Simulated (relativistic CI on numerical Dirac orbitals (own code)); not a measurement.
d5 in a ligand field

Computed with a parametric ligand-field model of a d^n configuration (Racah B and C, spin-orbit zeta, crystal field), exact diagonalisation.

Field parameters in Wybourne normalisation: D3d B²₀ = −7Dσ, B⁴₀ = −14Dq − 21Dτ, B⁴₃ = −14√(10/7) Dq; D4h B²₀ = −7Ds, B⁴₀ = 21(Dq − Dt), B⁴₄ = 21√(5/14) Dq; Oh B⁴₀ = 21Dq, B⁴₄ = √(5/14) B⁴₀. The field is a parameter set, without covalency.

(1) Ground term and bands for B = 860, C = 4260, ζ = 0 cm⁻¹, D3d, 10Dq = 26800, Dσ = -1200, Dτ = 310 cm⁻¹?

(2) Ground term and bands for B = 660, C = 2970, ζ = 0 cm⁻¹, Oh, 10Dq = 4700 cm⁻¹?

(3) Ground term and bands for B = 590, C = 3010, ζ = 0 cm⁻¹, Oh, 10Dq = 4700 cm⁻¹?

(4) Ground term and bands for B = 310, C = 1380, ζ = 0 cm⁻¹, Oh, 10Dq = 5500 cm⁻¹?

(5) Ground term and bands for B = 520, C = 2000, ζ = 0 cm⁻¹, D4h, 10Dq = 18600, Ds = 3000, Dt = 100 cm⁻¹?

Results:

(1) Ground term 2E with 0.08 electrons in the two orbitals of the cubic e set. Spin-allowed: 2A1 320 cm⁻¹, 2A2 23498 cm⁻¹ (426 nm), 2A2 23835 cm⁻¹ (420 nm), 2E 23985 cm⁻¹ (417 nm). Lowest spin-forbidden: 6A1 3787 cm⁻¹ (2641 nm), 4A2 8944 cm⁻¹ (1118 nm), 4E 9069 cm⁻¹ (1103 nm).

(2) Ground term 6A1 with 2.00 electrons in the two orbitals of the cubic e set. Spin-allowed: none. Lowest spin-forbidden: 4T1 18593 cm⁻¹ (538 nm), 4T2 20680 cm⁻¹ (484 nm), 4A1+E 21450 cm⁻¹ (466 nm). A high-spin d5 ion has no spin-allowed d-d band, hence its pale colour.

(3) Ground term 6A1 with 2.00 electrons in the two orbitals of the cubic e set. Spin-allowed: none. Lowest spin-forbidden: 4T1 18161 cm⁻¹ (551 nm), 4T2 20119 cm⁻¹ (497 nm), 4A1+E 20950 cm⁻¹ (477 nm). A high-spin d5 ion has no spin-allowed d-d band, hence its pale colour.

(4) Ground term 6A1 with 2.00 electrons in the two orbitals of the cubic e set. Spin-allowed: none. Lowest spin-forbidden: 4T1 5576 cm⁻¹ (1793 nm), 2T2 6185 cm⁻¹ (1617 nm), 4T2 7524 cm⁻¹ (1329 nm). A high-spin d5 ion has no spin-allowed d-d band, hence its pale colour.

(5) Ground term 2B2 with 0.03 electrons in the two orbitals of the cubic e set. Spin-allowed: 2E 7649 cm⁻¹ (1307 nm), 2A1 14751 cm⁻¹ (678 nm), 2E 15661 cm⁻¹ (639 nm), 2B1 18132 cm⁻¹ (552 nm). Lowest spin-forbidden: 4E 7535 cm⁻¹ (1327 nm), 4A2 13230 cm⁻¹ (756 nm), 6A1 14908 cm⁻¹ (671 nm).
